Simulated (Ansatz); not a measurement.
Cost and result for the atomization energy of C3H2F6, SMILES `FC(F)C(F)(F)C(F)F` (11 atoms, 10 bonds).

Z-matrix (Å, degrees):
```
C
F 1 1.351
C 1 1.533 2 108.6
F 1 1.340 2 108.7 3 118.7
H 1 1.093 2 109.3 3 -121.7
F 3 1.344 1 108.0 2 -175.0
F 3 1.344 1 109.8 2 66.6
C 3 1.533 1 112.5 2 -53.7
F 8 1.340 3 109.2 1 -172.1
F 8 1.351 3 108.6 1 -53.7
H 8 1.093 3 111.3 1 66.7
```

Charge 0, multiplicity 1. The geometry is a stationary point of PBE0-D4/def2-TZVP. It is one conformer, not always the lowest. Program: Ansatz. All runs use 2 threads of an AMD EPYC 7R13 on a shared host and a share of an NVIDIA H100 80 GB. Times are those of one run each, without the atoms' runs, and a repeat can differ threefold. Electronic energies, without spin–orbit coupling; frozen cores. CCSD(T)/CBS adds CCSD(T) − MP2 in def2-TZVPP to the MP2 limit, and its time is that of the two runs behind it. T1 = 0.012. B3LYP takes the VWN-RPA correlation (the form of Gaussian; ORCA's B3LYP/G).

CCSD(T)/CBS is a level of theory with its own doubt, some kJ/mol a heavy atom from the limit and from the frozen cores, so smaller differences don't rank the functionals.

```
                             level  functions  wall time
r2SCAN-D4/def2-TZVPP (with forces)        307        7 s
            LDA (SPW92)/def2-TZVPP        307      8.5 s
   PBE-D4/def2-TZVPP (with forces)        307      8.5 s
                BLYP-D4/def2-TZVPP        307        9 s
           CAM-B3LYP-D4/def2-TZVPP        307      9.5 s
                 B97M-V/def2-TZVPP        307       11 s
 B3LYP-D4/def2-TZVPP (with forces)        307       12 s
               PBE-QIDH/def2-TZVPP        307       14 s
  ωB97M-V/def2-TZVPP (with forces)        307       19 s
                    MP2/def2-QZVPP        573       21 s
                CCSD(T)/def2-TZVPP        307       61 s
                 CCSD(T)/CBS(def2)          –       82 s
                  CCSD(T)/def2-SVP        136    3.5 min
```

Q: What atomization energy does each give, and how far from CCSD(T)/CBS? (Best estimate.)

A: Ansatz gave: 
```json
{"level": "r2SCAN-D4/def2-TZVPP (with forces)", "atomization (kcal/mol)": "1079.0", "difference from CCSD(T)/CBS": "10.1", "per bond": "1.0"}
{"level": "LDA (SPW92)/def2-TZVPP", "atomization (kcal/mol)": "1308.6", "difference from CCSD(T)/CBS": "239.7", "per bond": "24.0"}
{"level": "PBE-D4/def2-TZVPP (with forces)", "atomization (kcal/mol)": "1122.8", "difference from CCSD(T)/CBS": "53.9", "per bond": "5.4"}
{"level": "BLYP-D4/def2-TZVPP", "atomization (kcal/mol)": "1075.3", "difference from CCSD(T)/CBS": "6.4", "per bond": "0.6"}
{"level": "CAM-B3LYP-D4/def2-TZVPP", "atomization (kcal/mol)": "1078.5", "difference from CCSD(T)/CBS": "9.6", "per bond": "1.0"}
{"level": "B97M-V/def2-TZVPP", "atomization (kcal/mol)": "1068.8", "difference from CCSD(T)/CBS": "-0.1", "per bond": "0.0"}
{"level": "B3LYP-D4/def2-TZVPP (with forces)", "atomization (kcal/mol)": "1061.3", "difference from CCSD(T)/CBS": "-7.6", "per bond": "-0.8"}
{"level": "PBE-QIDH/def2-TZVPP", "atomization (kcal/mol)": "1063.8", "difference from CCSD(T)/CBS": "-5.1", "per bond": "-0.5"}
{"level": "ωB97M-V/def2-TZVPP (with forces)", "atomization (kcal/mol)": "1075.3", "difference from CCSD(T)/CBS": "6.4", "per bond": "0.6"}
{"level": "MP2/def2-QZVPP", "atomization (kcal/mol)": "1106.0", "difference from CCSD(T)/CBS": "37.1", "per bond": "3.7"}
{"level": "CCSD(T)/def2-TZVPP", "atomization (kcal/mol)": "1038.5", "difference from CCSD(T)/CBS": "-30.4", "per bond": "-3.0"}
{"level": "CCSD(T)/CBS(def2)", "atomization (kcal/mol)": "1068.9", "difference from CCSD(T)/CBS": "0.0", "per bond": "0.0"}
{"level": "CCSD(T)/def2-SVP", "atomization (kcal/mol)": "1018.5", "difference from CCSD(T)/CBS": "-50.4", "per bond": "-5.0"}
```

In def2-TZVPP, CCSD(T) changes the Hartree–Fock value by +311.9 kcal/mol (the triples alone add +23.7 kcal/mol) and MP2 by +361.5 kcal/mol; breaking electron pairs costs correlation energy, which Hartree–Fock lacks. From BLYP to BHLYP (50 % exact exchange), in def2-TZVPP and without D4, the atomization energy moves by −65.7 kcal/mol: exact exchange takes away binding that semilocal exchange gives to molecules. The D4 term adds +8.3 kcal/mol with B3LYP and +4.4 kcal/mol with PBE0; it sums over pairs of atoms, weighted by their polarisabilities, and B3LYP, whose exchange is more repulsive, gets the larger term.
